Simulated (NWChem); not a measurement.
System: CH4O4Si; SMILES O=C[Si](O)(O)O

The following NWChem deck was run.

```
start job
memory heap 200 mb stack 900 mb global 1100 mb
geometry units angstroms noautoz
  O     -0.200228    -2.263694    -0.179088
  C      0.534197    -1.411328     0.301927
  Si     0.066405     0.425424     0.003577
  O      1.346273     1.058128    -0.815065
  O     -1.362218     0.311679    -0.815692
  O     -0.173298     1.331335     1.367071
  H      1.432967    -1.730141     0.877671
  H      1.376835     2.020990    -0.910697
  H     -1.519643    -0.613711    -1.077078
  H     -1.099276     1.398739     1.642489
end
basis spherical
  * library def2-svp
end
dft
  xc becke88 lyp
  iterations 150
  mulliken
end
task dft energy
```

NWChem printed, in part:

```
             Northwest Computational Chemistry Package (NWChem) 7.3.0
             --------------------------------------------------------

 C1  symmetry detected

                             Geometry "geometry" -> ""
                             -------------------------

 Output coordinates in angstroms (scale by  1.889725989 to convert to a.u.)

  No.       Tag          Charge          X              Y              Z
 ---- ---------------- ---------- -------------- -------------- --------------
    1 O                    8.0000     0.00967928    -2.31472413     0.09384523
    2 C                    6.0000     0.56664539    -1.34201308     0.58466625
    3 Si                  14.0000     0.00604039     0.39146612    -0.01722402
    4 O                    8.0000     1.35596217     1.06587985    -0.67405617
    5 O                    8.0000    -1.23151190     0.03828512    -1.05106675
    6 O                    8.0000    -0.55831319     1.40764177     1.16012056
    7 H                    1.0000     1.36758962    -1.49920884     1.34274819
    8 H                    1.0000     1.32086054     2.01062559    -0.88239750
    9 H                    1.0000    -1.25787881    -0.92131484    -1.21817342
   10 H                    1.0000    -1.52154001     1.40479015     1.26021849

 Effective nuclear repulsion energy (a.u.)     316.8532630041

                                 NWChem DFT Module
                                 -----------------

 Summary of "ao basis" -> "ao basis" (spherical)
 ------------------------------------------------------------------------------
       Tag                 Description            Shells   Functions and Types
 ---------------- ------------------------------  ------  ---------------------
 O                          def2-svp                 6       14   3s2p1d
 C                          def2-svp                 6       14   3s2p1d
 Si                         def2-svp                 8       18   4s3p1d
 H                          def2-svp                 3        5   2s1p

            General Information
            -------------------
          SCF calculation type: DFT
          Wavefunction type:  closed shell.
          No. of atoms     :    10
          No. of electrons :    56
           Alpha electrons :    28
            Beta electrons :    28
          Charge           :     0
          Spin multiplicity:     1
          Use of symmetry is: off; symmetry adaption is: off
          Maximum number of iterations: 150
          AO basis - number of functions:   108
                     number of shells:    50
          Convergence on energy requested:  1.00D-06
          Convergence on density requested:  1.00D-05
          Convergence on gradient requested:  5.00D-04

              XC Information
              --------------
                    Becke 1988 Exchange Functional  1.000
              Lee-Yang-Parr Correlation Functional  1.000

             Grid Information
             ----------------
          Grid used for XC integration:  medium
          Radial quadrature: Mura-Knowles
          Angular quadrature: Lebedev.
          Tag              B.-S. Rad. Rad. Pts. Rad. Cut. Ang. Pts.
          ---              ---------- --------- --------- ---------
          O                   0.60       49          12.0       434
          C                   0.70       49          10.0       434
          Si                  1.10       88           9.0       590
          H                   0.35       45          11.0       434
          Grid pruning is: on
          Number of quadrature shells:   513
          Spatial weights used:  Erf1

      Superposition of Atomic Density Guess
      -------------------------------------

 Sum of atomic energies:        -627.12508638

      Non-variational initial energy
      ------------------------------

 Total energy =    -629.168142
 1-e energy   =   -1495.365001
 2-e energy   =     549.343595
 HOMO         =      -0.286685
 LUMO         =      -0.069414

     ---------------------------------------------
      Total Density - Mulliken Population Analysis
     ---------------------------------------------

    Atom       Charge   Shell Charges
 -----------   ------   -------------------------------------------------------
    1 O    8     8.68   1.99  1.13  0.70  3.01  1.84  0.01
    2 C    6     5.58   1.99  0.96  0.36  1.54  0.67  0.06
    3 Si  14    12.57   2.00  1.99  0.83  0.05  5.93  0.89  0.47  0.40
    4 O    8     8.75   1.99  1.10  0.63  3.08  1.94  0.00
    5 O    8     8.77   1.99  1.11  0.64  3.09  1.95  0.00
    6 O    8     8.76   1.99  1.10  0.64  3.08  1.94  0.00
    7 H    1     0.95   0.70  0.24  0.02
    8 H    1     0.65   0.52  0.07  0.06
    9 H    1     0.65   0.51  0.08  0.06
   10 H    1     0.65   0.52  0.07  0.06

   convergence    iter        energy       DeltaE   RMS-Dens  Diis-err
 ---------------- ----- ----------------- --------- --------- ---------
 d= 0,ls=0.0,diis     1   -630.3971909329 -9.47D+02  2.45D-02  1.71D+00
 d= 0,ls=0.0,diis     2   -629.5828573873  8.14D-01  1.66D-02  9.71D+00
 d= 0,ls=0.0,diis     3   -630.5656721172 -9.83D-01  4.70D-03  3.35D-01
 d= 0,ls=0.0,diis     4   -630.5803997866 -1.47D-02  2.29D-03  1.84D-01
 d= 0,ls=0.0,diis     5   -630.5984121836 -1.80D-02  2.62D-04  1.67D-03
  Resetting Diis
 d= 0,ls=0.0,diis     6   -630.5985535393 -1.41D-04  9.66D-05  2.00D-04
 d= 0,ls=0.0,diis     7   -630.5985724287 -1.89D-05  7.22D-05  2.19D-05
 d= 0,ls=0.0,diis     8   -630.5985644473  7.98D-06  5.12D-05  1.06D-04
 d= 0,ls=0.0,diis     9   -630.5985744029 -9.96D-06  6.87D-06  9.98D-07
 d= 0,ls=0.0,diis    10   -630.5985744789 -7.60D-08  2.61D-06  2.89D-07

         Total DFT energy =     -630.598574478898
      One electron energy =    -1500.017811506056
           Coulomb energy =      614.803644036245
    Exchange-Corr. energy =      -62.237670013233
 Nuclear repulsion energy =      316.853263004146

 Numeric. integr. density =       56.000006293047

                       DFT Final Molecular Orbital Analysis
                       ------------------------------------

 Vector   26  Occ=2.000000D+00  E=-2.805228D-01
              MO Center= -4.6D-02,  1.0D+00,  5.9D-01, r^2= 2.7D+00
   Bfn.  Coefficient  Atom+Function         Bfn.  Coefficient  Atom+Function
  ----- ------------  ---------------      ----- ------------  ---------------
    80      0.417701   6 O  pz               79     -0.306261   6 O  py
    83      0.295140   6 O  pz               82     -0.224062   6 O  py
    52      0.211483   4 O  pz               50     -0.186494   4 O  px
    55      0.141609   4 O  pz               53     -0.134524   4 O  px
     4      0.132519   1 O  px               51      0.130431   4 O  py

 Vector   27  Occ=2.000000D+00  E=-2.596117D-01
              MO Center= -3.4D-01,  4.7D-01, -6.9D-01, r^2= 2.8D+00
   Bfn.  Coefficient  Atom+Function         Bfn.  Coefficient  Atom+Function
  ----- ------------  ---------------      ----- ------------  ---------------
    66      0.368272   5 O  pz               64     -0.328817   5 O  px
    52     -0.286658   4 O  pz               69      0.269602   5 O  pz
    67     -0.238600   5 O  px               55     -0.217117   4 O  pz
    50     -0.213285   4 O  px               53     -0.151916   4 O  px
    80      0.116831   6 O  pz               79      0.108846   6 O  py

 Vector   28  Occ=2.000000D+00  E=-1.992813D-01
              MO Center=  2.4D-01, -1.6D+00,  3.2D-01, r^2= 2.4D+00
   Bfn.  Coefficient  Atom+Function         Bfn.  Coefficient  Atom+Function
  ----- ------------  ---------------      ----- ------------  ---------------
     5      0.352509   1 O  py                6     -0.281964   1 O  pz
     4     -0.279520   1 O  px                8      0.267529   1 O  py
    89      0.257980   7 H  s                90      0.242236   7 H  s
    31     -0.224589   3 Si s                 9     -0.206624   1 O  pz
    17     -0.205420   2 C  s                 7     -0.203722   1 O  px

 Vector   29  Occ=0.000000D+00  E=-9.247235D-02
              MO Center=  3.5D-01, -1.4D+00,  4.0D-01, r^2= 2.0D+00
   Bfn.  Coefficient  Atom+Function         Bfn.  Coefficient  Atom+Function
  ----- ------------  ---------------      ----- ------------  ---------------
    20     -0.356313   2 C  pz               23     -0.344010   2 C  pz
    18      0.335587   2 C  px                6      0.320450   1 O  pz
    21      0.319281   2 C  px                4     -0.301310   1 O  px
     9      0.302803   1 O  pz                7     -0.283268   1 O  px
    49     -0.115898   4 O  s                79     -0.098087   6 O  py

 Vector   30  Occ=0.000000D+00  E= 3.145065D-03
              MO Center= -3.1D-01,  1.2D+00,  5.6D-02, r^2= 5.8D+00
   Bfn.  Coefficient  Atom+Function         Bfn.  Coefficient  Atom+Function
  ----- ------------  ---------------      ----- ------------  ---------------
   105      0.671288  10 H  s                32      0.647370   3 Si s
    77     -0.587201   6 O  s                95      0.581753   8 H  s
    49     -0.544527   4 O  s                63     -0.373711   5 O  s
   100      0.347028   9 H  s                17     -0.332467   2 C  s
    90      0.198657   7 H  s                76     -0.174637   6 O  s

 Vector   31  Occ=0.000000D+00  E= 4.327315D-02
              MO Center= -2.6D-02,  1.7D+00,  3.3D-02, r^2= 6.0D+00
   Bfn.  Coefficient  Atom+Function         Bfn.  Coefficient  Atom+Function
  ----- ------------  ---------------      ----- ------------  ---------------
    95      0.980825   8 H  s               105     -0.873659  10 H  s
    49     -0.571047   4 O  s                77      0.529578   6 O  s
    54     -0.291072   4 O  py               81     -0.266011   6 O  px
    78     -0.205119   6 O  px               51     -0.194407   4 O  py
    94      0.173288   8 H  s                41     -0.131119   3 Si pz

     ---------------------------------------------
      Total Density - Mulliken Population Analysis
     ---------------------------------------------

    Atom       Charge   Shell Charges
 -----------   ------   -------------------------------------------------------
    1 O    8     8.20   1.99  1.12  0.68  2.82  1.58  0.02
    2 C    6     5.99   1.99  0.98  0.31  1.98  0.67  0.07
    3 Si  14    13.37   2.00  1.98  0.96 -0.02  5.92  1.22  0.74  0.57
    4 O    8     8.32   1.99  1.08  0.61  2.91  1.72  0.01
    5 O    8     8.34   1.99  1.08  0.61  2.90  1.75  0.01
    6 O    8     8.33   1.99  1.08  0.62  2.90  1.72  0.01
    7 H    1     1.00   0.76  0.22  0.02
    8 H    1     0.82   0.68  0.07  0.07
    9 H    1     0.82   0.66  0.09  0.07
   10 H    1     0.82   0.68  0.07  0.07

     -------------------------------------------
      Total Density - Lowdin Population Analysis
     -------------------------------------------

    Atom       Charge   Shell Charges
 -----------   ------   -------------------------------------------------------
    1 O    8     8.12   1.97  0.94  0.65  2.68  1.84  0.03
    2 C    6     6.03   1.97  0.66  0.38  1.79  1.08  0.16
    3 Si  14    13.53   2.00  1.92  0.59  0.24  5.81  1.24  0.86  0.88
    4 O    8     8.18   1.97  0.88  0.59  2.73  2.00  0.01
    5 O    8     8.20   1.97  0.88  0.60  2.73  2.01  0.01
    6 O    8     8.19   1.97  0.88  0.60  2.72  2.00  0.01
    7 H    1     1.01   0.65  0.29  0.07
    8 H    1     0.91   0.55  0.18  0.18
    9 H    1     0.92   0.54  0.19  0.18
   10 H    1     0.91   0.55  0.18  0.18

     Multipole analysis of the density
     ---------------------------------

     L   x y z        total         alpha         beta         nuclear
     -   - - -        -----         -----         ----         -------
     0   0 0 0     -0.000000    -28.000000    -28.000000     56.000000

     1   1 0 0     -0.216482     -0.108241     -0.108241      0.000000
     1   0 1 0      0.575871      0.287935      0.287935      0.000000
     1   0 0 1      0.206775      0.103388      0.103388      0.000000

     2   2 0 0    -28.985851    -83.728449    -83.728449    138.471047
     2   1 1 0      0.073616      0.365314      0.365314     -0.657012
     2   1 0 1     -1.451519     -0.977189     -0.977189      0.502858
     2   0 2 0    -30.669985   -175.818058   -175.818058    320.966131
     2   0 1 1     -1.110806      0.230053      0.230053     -1.570913
     2   0 0 2    -29.998726    -70.384952    -70.384952    110.771178
```

Level: BLYP/def2-SVP. Geometry: optimised at B3LYP/6-31G* (spherical d).
